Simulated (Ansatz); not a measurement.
`[OH][Ge][O][SiH3]` + H–F → `[F][Ge][O][SiH3]` + H₂O at 298.15 K and 1 bar (ligand exchange at a Ge–O bond).

Computed with Ansatz on PBE0-D4/def2-TZVP structures; ΔE is electronic, products minus reactants. CBS: MP2 limit from def2 TZ/QZ plus the TZ coupled-cluster correction, frozen cores. This one scheme is used for every species. For Ge outer-core shells are correlated without core-valence functions, which leaves a few kJ/mol of doubt a bond. Scalar relativity is left out up to krypton. Each species was taken in one conformer, which may not be the lowest.

| species | CCSD(T)/CBS energy (Eh) | H − E (kJ/mol) | S (J/(mol·K)) |
| --- | --- | --- | --- |
| `[OH][Ge][O][SiH3]` | -2518.03462 | 132.7 | 351.0 |
| H–F | -100.39570 | 33.5 | 173.6 |
| `[F][Ge][O][SiH3]` | -2542.06230 | 101.1 | 344.8 |
| H₂O | -76.37941 | 66.4 | 188.7 |

H − E and S are ideal-gas, rigid-rotor, harmonic terms from PBE0-D4/def2-TZVP, for one conformer and one mirror image of each species. 1 Eh = 2625.50 kJ/mol, R = 8.31446 J/(mol·K).

Question: By hand: ΔE, ΔH, ΔS and ΔG.

Answer: ΔE = (-2542.06230) + (-76.37941) − (-2518.03462) − (-100.39570) = -0.01139 Eh = -29.9 kJ/mol. Δ(H − E) = 101.1 + 66.4 − 132.7 − 33.5 = 1.3, so ΔH = -28.6 kJ/mol. ΔS = 344.8 + 188.7 − 351.0 − 173.6 = 8.9 J/(mol·K). ΔG = -28.6 − 298.15 × (8.9)/1000 = -31.3 kJ/mol.

Question: By hand: the equilibrium constant, and the temperature at which ΔG would vanish if ΔH and ΔS stayed fixed.

Answer: log₁₀ K = −ΔG/(RT ln 10) = 5.5. ΔH and −TΔS have one sign here, so there is no such temperature.

The number of gas molecules stays the same, so ΔS is small and ΔH decides. A doubt of 5 kJ/mol in ΔE shifts log₁₀ K by 0.9 here. Other conformers and mirror images would add mixing entropy, several J/(mol·K) or more a flexible species. Modes under 60 cm⁻¹, often nearly free rotors, make the harmonic entropy too high. These are equilibria of isolated gas molecules and say nothing of rates. Largest T1 diagnostic: 0.015 (customary marks: 0.02 for closed shells, 0.045 for open ones).

ΔS is within the doubt of such terms, so its sign, and with it that verdict, could turn.
